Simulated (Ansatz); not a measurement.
Total energies of `CCCCC(=O)OC`.

```xyz
20

C    -1.0969   -0.4297    2.5875
C    -0.1774   -0.6831    1.4063
C     0.6074    0.5537    1.0003
C     1.5489    0.3102   -0.1745
C     0.8431   -0.1319   -1.4264
O     1.0918   -1.1256   -2.0548
O    -0.1193    0.7346   -1.7782
C    -0.8432    0.3938   -2.9545
H    -1.8256    0.3528    2.3579
H    -1.6512   -1.3291    2.8644
H    -0.5310   -0.1047    3.4653
H     0.5213   -1.4929    1.6454
H    -0.7669   -1.0376    0.5530
H     1.1999    0.9052    1.8517
H    -0.0850    1.3621    0.7475
H     2.0926    1.2307   -0.4098
H     2.2833   -0.4609    0.0624
H    -1.5790    1.1834   -3.0914
H    -0.1756    0.3409   -3.8159
H    -1.3371   -0.5719   -2.8361
```

Total charge 0; spin multiplicity 1. All single points use the PBE0-D4/def2-TZVP geometry. It is one conformer, not always the lowest. Basis def2-TZVPP, Ansatz 0.2.0.

```json
{"functional": "LDA (SPW92)", "energy without D4 (Eh)": "-383.18977", "D4 term (kJ/mol)": "–"}
{"functional": "PBE", "energy without D4 (Eh)": "-385.99463", "D4 term (kJ/mol)": "-40.0"}
{"functional": "revPBE", "energy without D4 (Eh)": "-386.35612", "D4 term (kJ/mol)": "-134.7"}
{"functional": "BLYP", "energy without D4 (Eh)": "-386.32369", "D4 term (kJ/mol)": "-87.8"}
{"functional": "r2SCAN", "energy without D4 (Eh)": "-386.26159", "D4 term (kJ/mol)": "-11.2"}
{"functional": "B97M-V", "energy without D4 (Eh)": "-386.44447", "D4 term (kJ/mol)": "–"}
{"functional": "PBE0", "energy without D4 (Eh)": "-386.03091", "D4 term (kJ/mol)": "-33.9"}
{"functional": "B3LYP", "energy without D4 (Eh)": "-386.49172", "D4 term (kJ/mol)": "-62.8"}
{"functional": "r2SCANh", "energy without D4 (Eh)": "-386.24324", "D4 term (kJ/mol)": "-11.7"}
{"functional": "r2SCAN0", "energy without D4 (Eh)": "-386.21757", "D4 term (kJ/mol)": "-12.7"}
{"functional": "HSE06 (plane-wave form)", "energy without D4 (Eh)": "-386.00961", "D4 term (kJ/mol)": "-31.3"}
```

B3LYP takes the VWN-RPA correlation (the form of Gaussian; ORCA's B3LYP/G). HSE06 is the plane-wave form, built on full-range PBE exchange.
